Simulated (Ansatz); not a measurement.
C2H6O, charge +1, doublet, geometry from GFN2-xTB (a state made from the parent by changing its charge; the spin is typed, not shown lowest); HF/6-31G* (Ansatz, a quantum-chemistry and plane-wave program).

Ansatz was given this input:
Ansatz 0.2 input:
```yaml
crystal:
  periodic: [false, false, false]
  atoms:
    - {symbol: C, position_ang: [-1.19094099, 0.21781448, 0.23891101]}
    - {symbol: C, position_ang: [0.04803833, -0.35349676, -0.35038744]}
    - {symbol: O, position_ang: [1.25579202, 0.08279295, 0.05695778]}
    - {symbol: H, position_ang: [-2.07977452, -0.23626278, -0.19233691]}
    - {symbol: H, position_ang: [-1.24684479, 1.30540147, 0.09704701]}
    - {symbol: H, position_ang: [-1.22243436, 0.08766083, 1.32894051]}
    - {symbol: H, position_ang: [0.06353667, -1.47789509, -0.28739423]}
    - {symbol: H, position_ang: [0.03999364, -0.30342599, -1.47551328]}
    - {symbol: H, position_ang: [1.25660309, 0.77627164, 0.74245322]}
basis:
  gaussian:
    orbitals: 6-31G*
hamiltonian:
  xc: hf
total_charge: 1
magnetization: {spin_polarized: true, initial_magnetization: 1}
accuracy: high
```

The log (banner, timings and long lists left out):

```
Functional definition: HF
1341 factors; integrals over basis functions are off by at most 3.5e-9 eV
mean field evaluation 1: about -4178.1459 eV, gradient 3.0e1 eV
mean field evaluation 2: about -4178.1462 eV, gradient 3.0e1 eV
mean field evaluation 4: about -4182.3562 eV, gradient 3.4e0 eV
mean field evaluation 8: about -4182.9852 eV, gradient 7.2e-1 eV
mean field evaluation 16: about -4183.0098 eV, gradient 1.6e-8 eV
mean field -4183.00977011 eV, -153.7227737058 hartree, gradient 1.6e-8 eV, S^2 0.766663; 0 other end points of the search recorded, 0 dependent functions left out
reference -4183.00977011 eV, -153.7227737058 hartree; 13, 12 occupied and 44, 45 virtual orbitals, 1341 factors
Total energy: -4183.00977011 eV, -153.7227737058 hartree
```
